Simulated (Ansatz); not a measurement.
GeH$_{5}$SSi (`[SiH2][S][GeH3]`) radical, relaxed with UKS PBE0-D4/def2-TZVP in Ansatz from a PBE-D4/def2-SVP geometry. The force threshold is 0.005 eV/Å; the program also tests the step.

Charge 0, multiplicity 2.

Start:

```xyz
8

Si   -1.370   -0.005   -1.315
S     0.508    0.977   -0.910
Ge    0.872    0.192    1.178
H    -1.277   -1.490   -1.033
H    -1.640    0.225   -2.781
H    -0.217    0.730    2.141
H     2.269    0.729    1.566
H     0.854   -1.358    1.155
```

(1) How much energy does the relaxation release, and in how many steps? (Estimate.)

(2) Which bonds change most? (Best estimate.)

(3) Give the relaxed structure. (An estimate is asked.)

Answers

(1) Computed: 2.64 kJ/mol, in 7 steps.

(2) Computed: Si1–S2 from 2.157 to 2.124 Å; S2–Ge3 from 2.260 to 2.231 Å; Si1–H4 from 1.514 to 1.493 Å; Si1–H5 from 1.508 to 1.489 Å.

(3) The calculation gave: 
```xyz
8

Si   -1.333   -0.021   -1.296
S     0.513    0.956   -0.905
Ge    0.860    0.194    1.163
H    -1.231   -1.490   -1.049
H    -1.662    0.245   -2.723
H    -0.220    0.745    2.105
H     2.248    0.712    1.556
H     0.824   -1.341    1.150
```
